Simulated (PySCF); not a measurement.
# Frontier orbitals and the lowest excitations

Compound: CHBr2F.
Cartesian coordinates in Å at the PBE0-D3(BJ)/def2-SVP level; atoms count from 1:
```xyz
5
CHBr2F angstrom
F      0.007    1.108   -0.855
C      0.008    0.124    0.041
Br     1.650   -0.883   -0.097
Br    -1.549   -0.989   -0.211
H     -0.041    0.530    1.059
```

Computed, not measured: TDDFT B3LYP/def2-SVPD, vertical, gas phase, core orbitals frozen in the response (PySCF 2.14.0, density-fitted response routines). The B3LYP/def2-SVPD calculation is non-relativistic and has no spin–orbit coupling, an omission that weighs most on bromine.

Kohn–Sham orbitals with the atoms that hold most of them (Löwdin shares over 4%, at most four atoms; ? is withheld):

```json
{"orbital": "HOMO-3", "ε (eV)": "-9.13", "atoms": "Br4 42%, Br3 42%, C2 10%, F1 5%"}
{"orbital": "HOMO-2", "ε (eV)": "-8.61", "atoms": "Br4 43%, Br3 39%, C2 12%, H5 5%"}
{"orbital": "HOMO-1", "ε (eV)": "-8.56", "atoms": "Br3 46%, Br4 42%, C2 9%"}
{"orbital": "HOMO", "ε (eV)": "?", "atoms": "?"}
{"orbital": "LUMO", "ε (eV)": "-1.74", "atoms": "?"}
{"orbital": "LUMO+1", "ε (eV)": "-0.57", "atoms": "C2 32%, Br4 31%, Br3 30%, F1 5%"}
{"orbital": "LUMO+2", "ε (eV)": "0.25", "atoms": "Br4 30%, Br3 30%, C2 18%, H5 14%"}
```

Task: Give the leading atoms of the LUMO.

Result: Br3 (bonded to C) 34%; Br4 (bonded to C) 34%; C2 (bonded to 2 Br, F and H) 26%; F1 (bonded to C) 4%. By element: bromine 68%, carbon 26%, fluorine 4%.

Task: Which atoms hold the HOMO, and with what shares?

Result: Br3 (bonded to C) 48%; Br4 (bonded to C) 48%.

Task: What is the HOMO energy, and the HOMO–LUMO gap?

Result: ε(HOMO) = -8.17 eV; the gap is 6.43 eV (0.2362 hartree).

Task: How does S1 compare with the orbital gap of 6.43 eV?

Result: S1 is at 5.35 eV (f = 0.022), 1.08 eV below the gap, made of HOMO→LUMO (96%). 

Task: Give energy, strength and leading configuration of S1, S2, S3, S5, S6 and S7, and follow the Löwdin shares of the leading atoms from the occupied to the empty orbital.

Result: 
- S1 (5.35 eV, f 0.022), HOMO→LUMO (96%): Br3 48% → 34%, Br4 48% → 34%
- S2 (5.66 eV, f 0.0057), HOMO-1→LUMO (97%): Br3 46% → 34%, Br4 42% → 34%
- S3 (5.71 eV, f 0.0014), HOMO-2→LUMO (98%): Br4 43% → 34%, Br3 39% → 34%
- S5 (6.53 eV, f 0.0014), HOMO→LUMO+1 (87%): Br3 48% → 30%, Br4 48% → 31%, C2 at most 4% → 32%
- S6 (6.91 eV, f 0.0040), HOMO-1→LUMO+1 (97%): Br3 46% → 30%, Br4 42% → 31%, C2 9% → 32%
- S7 (6.98 eV, f 0.024), HOMO-2→LUMO+1 (93%): Br4 43% → 31%, Br3 39% → 30%, C2 12% → 32%
